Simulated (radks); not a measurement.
Zr2+, configuration [Kr] 4d0.75 5s1.25 (fractional occupations, a model configuration).

All-electron calculation, scalar-relativistic Kohn-Sham, PBE, spin-unpolarised, spherical densities, point nucleus. Program: a radial shooting solver on a logarithmic mesh with Libxc functionals.

Energy parts (hartree):
total: -3597.70452
kinetic: 3699.32645
electron-nucleus: -8636.30535
Hartree: 1452.60771
exchange-correlation: -113.33332

Orbitals (lengths in bohr, moments of r in powers of bohr; r(90%) holds 90 % of the orbital's charge):
orbital  occ.  eigenvalue (hartree)      <r^4>      <r>  r(90%)
1s          2             -655.7756  8.871e-06  0.03707  0.0664
2s          2             -91.48692   0.001674   0.1626   0.251
2p          6             -81.65999   0.001202   0.1417   0.231
3s          2             -15.59144    0.09044   0.4584   0.678
3p          6             -12.39006     0.1019   0.4621   0.700
3d         10              -7.13751     0.1214   0.4524   0.728
4s          2              -2.69738      4.053    1.203    1.75
4p          6              -1.87591      6.730    1.345    1.99
4d       0.75              -0.75062      32.78    1.899    2.97
5s       1.25              -0.65440      162.9    3.074    4.41

The highest occupied level is 5s at -17.807 eV. The density falls to 0.001 e/bohr^3 at r = 4.24 bohr.

Run on one thread of a shared host, so times are rough (Arm Neoverse V1): 0.11 s of CPU time, 0.11 s wall, 13 iterations on 2541 mesh points.
